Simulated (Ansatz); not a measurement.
Mulliken charges of `[NH2][Ga]([NH2])[GaH2]` from B3LYP/def2-TZVPP in Ansatz (PBE0-D4/def2-TZVP geometry).

| atom | x (Å) | y (Å) | z (Å) | charge (e) |
| --- | --- | --- | --- | --- |
| N1 | -1.797 | 0.294 | -0.649 | -0.385 |
| Ga2 | -0.122 | -0.125 | -0.049 | 0.275 |
| N3 | 0.206 | -1.921 | 0.008 | -0.385 |
| Ga4 | 1.529 | 1.565 | 0.617 | 0.129 |
| H5 | -2.448 | -0.384 | -1.007 | 0.123 |
| H6 | -2.098 | 1.232 | -0.845 | 0.125 |
| H7 | 1.032 | -2.323 | 0.416 | 0.125 |
| H8 | -0.491 | -2.623 | -0.178 | 0.123 |
| H9 | 2.566 | 2.174 | -0.405 | -0.065 |
| H10 | 1.622 | 2.112 | 2.093 | -0.065 |

Problem. By hand: the dipole of these point charges (1 e Å = 4.8032 D).

Solution. Σ q r = (0.009, 0.009, 0.004) e Å, of length 0.013 e Å = 0.06 D.

Problem. How does the dipole of the full density compare? (Estimate.)

Solution. Computed: (-0.129, -0.132, -0.052) e Å, 0.92 D; the point charges give 0.07 times that, at 178° from its direction, so they point the opposite way.

Point charges leave out the atoms' own dipoles, such as those of lone pairs, and Mulliken's split depends on the basis, so the two needn't agree.

B3LYP here is the variant with VWN-RPA as its local correlation; programs differ in this.
